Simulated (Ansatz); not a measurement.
Cost and result for the atomization energy of `O[CH2][GaH][Br]` (8 atoms, 7 bonds).

Total charge 0; spin multiplicity 1. Correlated methods include outer-core shells of Br, Ga, which these sets cover unevenly. Scalar relativity is left out up to krypton. The geometry is a stationary point of PBE0-D4/def2-TZVP. It is one conformer, not always the lowest. Program: Ansatz. All runs use 4 threads of an Arm Neoverse V1 on a shared host. Times are those of one run each, without the atoms' runs, and a repeat can differ threefold. Electronic energies, without spin–orbit coupling; frozen cores. CCSD(T)/CBS adds CCSD(T) − MP2 in def2-TZVPP to the MP2 limit, and its time is that of the two runs behind it. T1 = 0.010. With those shells the extrapolation isn't a true limit. B3LYP takes the VWN-RPA correlation (the form of Gaussian; ORCA's B3LYP/G).

CCSD(T)/CBS is a level of theory with its own doubt, some kJ/mol a heavy atom from the limit and from the frozen cores, so smaller differences don't rank the functionals.

| level | functions | wall time |
| --- | --- | --- |
| revPBE-D4/def2-TZVPP | 214 | 1.9 s |
| BLYP-D4/def2-TZVPP | 214 | 2 s |
| PBE-D4/def2-TZVPP (with forces) | 214 | 2.3 s |
| PBE0-D4/def2-TZVPP | 214 | 3.2 s |
| B3LYP-D4/def2-TZVPP (with forces) | 214 | 4.5 s |
| r2SCAN-D4/def2-TZVPP (with forces) | 214 | 4.7 s |
| r2SCANh-D4/def2-TZVPP | 214 | 5.5 s |
| B2PLYP/def2-TZVPP | 214 | 5.5 s |
| CCSD(T)/def2-SVP | 112 | 8.5 s |
| ωB97M-V/def2-TZVPP (with forces) | 214 | 11 s |
| MP2/def2-QZVPP | 412 | 20 s |
| CCSD(T)/def2-TZVPP | 214 | 2.6 min |
| CCSD(T)/CBS(def2) | – | 2.9 min |

**Question.** What atomization energy does each give, and how far from CCSD(T)/CBS? (Estimate.)

**Answer.** Ansatz gave: 
```tsv
level	atomization (kcal/mol)	difference from CCSD(T)/CBS	per bond
revPBE-D4/def2-TZVPP	598.9	-12.3	-1.7
BLYP-D4/def2-TZVPP	599.1	-12.1	-1.7
PBE-D4/def2-TZVPP (with forces)	616.5	5.3	0.8
PBE0-D4/def2-TZVPP	605.8	-5.4	-0.8
B3LYP-D4/def2-TZVPP (with forces)	600.9	-10.3	-1.5
r2SCAN-D4/def2-TZVPP (with forces)	610.2	-1.0	-0.1
r2SCANh-D4/def2-TZVPP	605.8	-5.4	-0.8
B2PLYP/def2-TZVPP	597.8	-13.4	-1.9
CCSD(T)/def2-SVP	571.9	-39.3	-5.6
ωB97M-V/def2-TZVPP (with forces)	605.5	-5.7	-0.8
MP2/def2-QZVPP	616.7	5.5	0.8
CCSD(T)/def2-TZVPP	595.3	-15.9	-2.3
CCSD(T)/CBS(def2)	611.2	0.0	0.0
```

Leaving LDA and LC-ωPBE aside and taking each functional with its dispersion term where it has one, the values, not all of them listed here, spread over 32.9 kcal/mol, from BHLYP-D4 to PBE-D4. LDA lies +89.3 kcal/mol from PBE without D4, its usual overbinding. From PBE to PBE0 (25 % exact exchange), in def2-TZVPP and without D4, the atomization energy moves by −10.2 kcal/mol: exact exchange takes away binding that semilocal exchange gives to molecules. In def2-TZVPP, CCSD(T) changes the Hartree–Fock value by +164.9 kcal/mol (the triples alone add +9.8 kcal/mol) and MP2 by +177.1 kcal/mol; breaking electron pairs costs correlation energy, which Hartree–Fock lacks.
